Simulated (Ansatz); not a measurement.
Consider the redistribution: `C[O][GeH2][Cl]` + `[OH][Al]([OH])[SeH]` → `C[O][GeH2][SeH]` + `[OH][Al]([OH])[Cl]`.

Isolated molecules relaxed with PBE0-D4/def2-TZVP in Ansatz; ΔE leaves out vibrations. CCSD(T)/CBS is the MP2 limit (def2-TZVPP, def2-QZVPP) plus CCSD(T) − MP2 in def2-TZVPP, frozen cores. This one scheme is used for every species. Functionals use def2-TZVPP. B3LYP here is the variant with VWN-RPA as its local correlation; programs differ in this. For Ge, Se outer-core shells are correlated without core-valence functions, which leaves a few kJ/mol of doubt a bond. Scalar relativity is left out up to krypton. One conformer a species, not always the lowest.

`C[O][GeH2][Cl]`:

Z-matrix (Å, degrees):
```
C
O 1 1.410
H 1 1.092 2 107.7
H 1 1.098 2 112.2 3 118.8
H 1 1.098 2 112.2 3 -118.8
Ge 2 1.768 1 117.7 3 -179.8
Cl 6 2.135 2 104.6 1 178.9
H 6 1.537 2 110.2 1 62.0
H 6 1.537 2 110.3 1 -64.4
```

`[OH][Al]([OH])[SeH]`:

Cartesian coordinates in Å:
```
O -1.344 -0.960 -0.429
Al 0.024 0.019 -0.338
O 0.702 0.517 -1.797
Se 0.982 0.692 1.663
H -1.814 -1.302 0.328
H 1.477 1.071 -1.870
H -0.027 -0.037 2.444
```

`C[O][GeH2][SeH]`:

Z-matrix (Å, degrees):
```
C
O 1 1.409
H 1 1.092 2 107.8
H 1 1.097 2 111.9 3 119.2
H 1 1.098 2 112.0 3 -119.0
Ge 2 1.774 1 119.0 3 -179.2
Se 6 2.353 2 111.2 1 59.4
H 6 1.539 2 109.9 1 -56.5
H 6 1.530 2 104.1 1 -179.8
H 7 1.469 6 92.4 2 69.7
```

`[OH][Al]([OH])[Cl]`:

Cartesian coordinates in Å:
```
O -0.535 1.426 -0.603
Al -0.047 -0.039 0.057
O 1.407 -0.700 -0.463
Cl -1.218 -1.014 1.490
H -1.350 1.857 -0.352
H 1.743 -1.530 -0.129
```

```csv
level,ΔE (kcal/mol),difference from CCSD(T)/CBS
PBE-D4,-9.8,-0.2
B3LYP-D4,-10.3,-0.7
ωB97X-V,-9.5,0.1
B2PLYP,-9.8,-0.2
PBE,-9.5,0.1
r2SCAN,-9.9,-0.3
PBE0,-9.3,0.3
B3LYP,-9.7,-0.1
HF/def2-TZVPP,-8.4,1.2
SCS-MP2/def2-TZVPP,-9.6,0.0
CCSD(T)/def2-TZVPP,-9.7,-0.1
HF/def2-QZVPP,-8.3,1.3
MP2/def2-QZVPP,-9.9,-0.3
SCS-MP2/def2-QZVPP,-9.5,0.1
HF/CBS(def2),-8.3,1.3
MP2/CBS(def2),-10.0,-0.4
CCSD(T)/CBS,-9.6,0
```

Largest T1 diagnostic among the species: 0.011.

In def2-TZVPP, CCSD(T) changes the Hartree–Fock value by −1.2 kcal/mol (the triples alone add −0.1 kcal/mol) and MP2 by −1.6 kcal/mol.
